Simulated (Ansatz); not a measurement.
Two isomers of CH8BFSi2: A = `F[SiH2]BC[SiH3]`, B = `BC(F)[SiH2][SiH3]`.

Gas-phase electronic energies from Ansatz, PBE0-D4/def2-TZVP geometries. CBS: MP2 limit from def2 TZ/QZ plus the TZ coupled-cluster correction, frozen cores. Functionals use def2-TZVPP. B3LYP here is the variant with VWN-RPA as its local correlation; programs differ in this. Each species was taken in one conformer, which may not be the lowest.

Problem. Which isomer does CCSD(T)/CBS put lower? Give the gap. (Estimate.)

Solution. Computed: A, by 54.6 kcal/mol.

Problem. Give E(B) − E(A) in kcal/mol with B3LYP, PBE-D4, ωB97M-V, CCSD/def2-TZVPP, HF/def2-TZVPP, B3LYP-D4, CCSD(T)/def2-TZVPP. (Estimate.)

Solution. Computed: B3LYP 51.8, PBE-D4 46.9, ωB97M-V 52.4, CCSD/def2-TZVPP 54.8, HF/def2-TZVPP 57.3, B3LYP-D4 51.5, CCSD(T)/def2-TZVPP 53.8. None reverses the order clearly.

Largest T1 diagnostic: 0.014.

From PBE to PBE0 (25 % exact exchange), in def2-TZVPP and without D4, E(B) − E(A) moves by +2.8 kcal/mol.
